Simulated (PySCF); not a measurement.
A GIAO shielding run with PySCF (density fitting, non-relativistic, gas phase) on SMILES F[C@@H]1[SiH2]CC[C@H]1C[SiH3], C5H13FSi2:

```
$ OMP_NUM_THREADS=1 python probes_run.py task.json out

{"job": {"kind": "nmr", "xc": "PBE0", "basis": "pcSseg-1"}, "charge": 0, "multiplicity": 1}
F     -0.190577     2.107734     0.548671
C     -0.525691     0.964094    -0.170120
Si    -2.402662     0.553395    -0.043447
C     -2.063450    -1.259337     0.430906
C     -0.599892    -1.488828     0.041401
C      0.215595    -0.244557     0.405480
C      1.661432    -0.337038    -0.071399
Si     2.736357     1.172554     0.377348
H     -0.189791     1.164333    -1.193957
H     -3.045384     1.348673     0.998309
H     -3.063660     0.701840    -1.342335
H     -2.180440    -1.404624     1.505720
H     -2.712279    -1.984155    -0.056988
H     -0.190604    -2.371223     0.537818
H     -0.529694    -1.651661    -1.037439
H      0.207464    -0.131939     1.495842
H      1.665069    -0.483819    -1.154872
H      2.108982    -1.235925     0.360106
H      2.401791     2.316562    -0.467582
H      2.557507     1.489400     1.792889
H      4.131007     0.791462     0.126095
```

Hardware: 1 thread of an Arm Neoverse N1, shared host. The job also computes population analyses, field gradients, ring-centre shieldings.

Problem. How large is the calculation?

Solution. 80 electrons, 215 basis functions and 1160 auxiliary functions.

Problem. How long does it take, and how much memory does it need?

Solution. 78 s of wall time, with 12 SCF cycles and 4 response iterations; peak memory 0.88 GiB. Times on a shared host scatter by some tens of per cent.
